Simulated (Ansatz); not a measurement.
FGaH2 (SMILES [F][GaH2]) moved off its minimum; all values from Ansatz (a program for electronic structure), cores frozen in correlated methods.
(charge 0, multiplicity 1)
```xyz
4

Ga    -0.2068    -0.3946     0.0064
H      0.6182    -1.1334     1.1426
H     -1.4095    -0.6512    -0.5839
F      0.6008     1.3107    -0.3040
```

Forces at MP2/aug-cc-pVTZ (eV/Å):

```
atom      Fx      Fy      Fz
----  ------  ------  ------
Ga1    5.053   2.795   2.380
H2    -0.105   0.047  -0.361
H3    -3.939  -0.808  -2.212
F4    -1.009  -2.034   0.192
```

### Question
Give the forces (eV/Å), the total energy and the dipole at CCSD(T)/aug-cc-pVTZ.

### Answer

| atom | Fx | Fy | Fz |
|---|---|---|---|
| Ga1 | 5.081 | 2.896 | 2.310 |
| H2 | -0.039 | -0.003 | -0.269 |
| H3 | -4.011 | -0.815 | -2.245 |
| F4 | -1.031 | -2.078 | 0.204 |
Energy -2024.3087 hartree, dipole 3.30 D.
